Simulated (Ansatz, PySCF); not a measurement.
Molecule: sum formula HSOF2 (charge +1, singlet). It need not be the lowest isomer of its formula. 
Structure (B3LYP-D3(BJ)/def2-TZVP (Ansatz, an electronic-structure program) minimum search):
SMILES: FS(F)=[OH+]
```xyz
5

O      1.2627    -0.5678     0.2465
S     -0.1591    -0.0617     0.4204
F     -0.9204    -0.6972    -0.7535
F     -0.1112     1.3667    -0.1442
H      1.7276    -0.4945    -0.6194
```
Charge +1, spin multiplicity 1.

Total electronic energies in hartree. Correlated levels leave the core frozen unless marked. No spin-orbit coupling. Non-relativistic. CBS marks a two-point X^-3 extrapolation of the correlation energy; Hartree-Fock from the larger set. The bracket is a focal-point correction in the basis named.

```csv
level,program,energy (Eh)
HF/def2-TZVPD,PySCF,-671.64455
HF-D4/def2-TZVPD,PySCF + dftd4,-671.65440
BLYP-D4/def2-TZVPD,Ansatz + dftd4,-673.48413
B97M-V/def2-TZVPD,Ansatz,-673.29243
B3LYP-D4/def2-TZVPD,Ansatz + dftd4,?
BHLYP/def2-TZVPD,Ansatz,?
HSE06-D4/def2-TZVPD,Ansatz + dftd4,?
B2GP-PLYP-D4/def2-TZVPD,Ansatz + dftd4,-673.12628
RI-MP2/cc-pV(T+d)Z,Ansatz,-672.54924
SCS-MP2/aug-cc-pV(D+d)Z,Ansatz,-672.25105
SCS-MP2/cc-pVTZ,Ansatz,-672.51188
CCSD/STO-3G,Ansatz,-663.42487
CCSD(T)/cc-pVDZ,PySCF,-672.19026
"RI-MP2/CBS(cc-pV(T+d)Z,cc-pV(Q+d)Z)+[CCSD(T)-MP2]/cc-pV(D+d)Z",Ansatz,-672.7495
"RI-MP2/CBS(aug-cc-pV(T+d)Z,aug-cc-pV(Q+d)Z)+[CCSD(T)-MP2]/aug-cc-pV(T+d)Z",Ansatz,-672.7641
```

Some entries are withheld; supply them.


- B3LYP-D4/def2-TZVPD, energy (Eh): -673.50785
- BHLYP/def2-TZVPD, energy (Eh): -673.37093
- HSE06-D4/def2-TZVPD, energy (Eh): -673.07190
